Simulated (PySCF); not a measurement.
A GIAO shielding run with PySCF 2.14 (density fitting, non-relativistic, gas phase) on `CS[SiH2]OC(C)(C)O[SiH3]`, C₄H₁₄O₂SSi₂:

```
$ OMP_NUM_THREADS=1 python probes_run.py task.json out

{"job": {"kind": "nmr", "xc": "PBE0", "basis": "pcSseg-1"}, "charge": 0, "multiplicity": 1}
C      3.654000    -0.687949     0.877963
S      3.516217     0.134546    -0.743110
Si     1.516759     0.881625    -0.660852
O      0.683168    -0.388002    -0.082095
C     -0.699991    -0.322505     0.075208
C     -1.026816    -0.553057     1.550189
C     -1.332720    -1.391264    -0.814379
O     -1.092815     0.953908    -0.326253
Si    -2.532820     1.696663    -0.406439
H      2.854261    -1.413500     0.976540
H      4.618478    -1.183077     0.898853
H      3.597772     0.054101     1.667894
H      1.473596     2.010462     0.263834
H      1.196911     1.236025    -2.031706
H     -0.589233    -1.493388     1.873166
H     -0.603761     0.258716     2.136954
H     -2.102796    -0.580805     1.695385
H     -0.900242    -2.359447    -0.578676
H     -2.407191    -1.420919    -0.659396
H     -1.123434    -1.150485    -1.853593
H     -2.099625     2.975603    -0.940311
H     -3.455028     0.974488    -1.286955
H     -3.149443     1.795246     0.919839
```

Hardware: 1 thread of an Arm Neoverse N1, shared host. The job also computes population analyses, field gradients.

Question: How large is the calculation?

Answer: 98 electrons, 244 basis functions and 1337 auxiliary functions.

Question: How long does it take, and how much memory does it need?

Answer: 93 s of wall time, with 13 SCF cycles and 5 response iterations; peak memory 1.1 GiB. Times on a shared host scatter by some tens of per cent.
